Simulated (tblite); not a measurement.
Species: C6H11N2P.
SMILES with atom numbers: `[CH3:1][N:2]([CH3:3])[c:4]1[cH:5][n:6]([CH3:7])[cH:8][p:9]1` (hydrogens: H10, H11, H12 on C1; H13, H14, H15 on C3; H16 on C5; H17, H18, H19 on C7; H20 on C8)

All values are computed: GFN2-xTB (tblite) harmonic vibrations without scaling, gas phase. Errors from tens to a few hundred cm⁻¹ against measured bands are possible.

Harmonic wavenumbers (cm⁻¹): 30.3, 45.8, 123.8, 141.1, 164.2, 195.1, 217.8, 299.3, 335.4, 369.6, 434.8, 457.8, 509.4, 532.3, 586.7, 676.1, 714.1, 738.1, 928.6, 943.3, 1010.1, 1043.4, 1069.3, 1083.9, 1096.9, 1118.2, 1133.3, 1183.2, 1207.8, 1263.1, 1305.8, 1395.6, 1408.1, 1412.3, 1423.0, 1445.2, 1467.0, 1474.1, 1476.8, 1482.2, 1484.1, 1499.1, 1547.7, 2870.8, 2876.3, 2949.8, 2995.0, 2999.3, 3003.0, 3004.3, 3018.6, 3025.9, 3113.7, 3129.9.

A = 2547, B = 1040, C = 752.0 MHz; mass 142.066 u (most abundant isotopes); point group C1, symmetry number 1.

Task: What is the zero-point energy?

Result: ½Σν̃ = 35730 cm⁻¹ = 102.16 kcal/mol.

Task: What is S at 350 K and 1 bar for an ideal gas of classical rigid rotors and harmonic oscillators?

Result: Translation 41.59, rotation 29.95, vibration 37.73: S = 109.3 cal/(mol K).

Task: And Cp and H(350 K) − H(0)?

Result: Cp = 44.74 cal/(mol K), of which vibrations give 36.79 (their classical limit is 54 R = 107.3); H(350 K) − H(0) = 9.44 kcal/mol without the zero-point energy, 6.66 from vibrations.

Task: Blend soft modes into free rotors: weight 1/[1 + (100 cm⁻¹/ν̃)⁴] for the oscillator and the rest for a rotor with moment μB/(μ + B), μ = h/(8π²ν), B = 10⁻⁴⁴ kg m². What vibrational entropy results?

Result: 34.08 cal/(mol K) in place of 37.73, which changes −T·S at 350 K by +1.28 kcal/mol.

Task: How do the functions run with temperature in this model?

Result: 
| T (K) | S (cal/(mol K)) | Cp (cal/(mol K)) | H − H(0) (kcal/mol) | G − H(0) (kcal/mol) | ln q(vib) |
| --- | --- | --- | --- | --- | --- |
| 100 | 72.0 | 19.7 | 1.37 | -5.83 | 2.33 |
| 200 | 88.8 | 29.8 | 3.86 | -13.90 | 5.22 |
| 300 | 102.8 | 39.7 | 7.33 | -23.50 | 8.03 |
| 500 | 127.6 | 58.5 | 17.22 | -46.58 | 13.46 |
| 800 | 159.6 | 77.6 | 37.87 | -89.81 | 21.19 |
| 1000 | 177.9 | 85.9 | 54.26 | -123.59 | 26.00 |

q(vib) and H(0) count from the zero-point level.

Task: Which modes carry the vibrational entropy at 350 K?

Result: 30.3 cm⁻¹: 6.13; 45.8 cm⁻¹: 5.31; 123.8 cm⁻¹: 3.35; 141.1 cm⁻¹: 3.10; 164.2 cm⁻¹: 2.81; 195.1 cm⁻¹: 2.48 cal/(mol K); the other 48 give 14.56 together.

Task: What must be added to the electronic energy to get the Gibbs energy at 350 K and 1 bar?

Result: ZPE + [H(350 K) − H(0)] − T·S = 102.16 + 9.44 − 38.24 = 73.36 kcal/mol.

Hindered rotation and anharmonicity are outside this model. The structure is chiral; the term R ln 2 for an equal mix with its mirror image is left out.

The run took 2.3 s on one thread, Intel Xeon Platinum 8259CL at 2.50 GHz (x86_64), no GPU (shared host). The figure is for the frequency step alone.

Shape of the structure used: `[CH3:1][N:2]([CH3:3])[c:4]1[cH:5][n:6]([CH3:7])[cH:8][p:9]1`: C1–N2–C4–C5 22°.
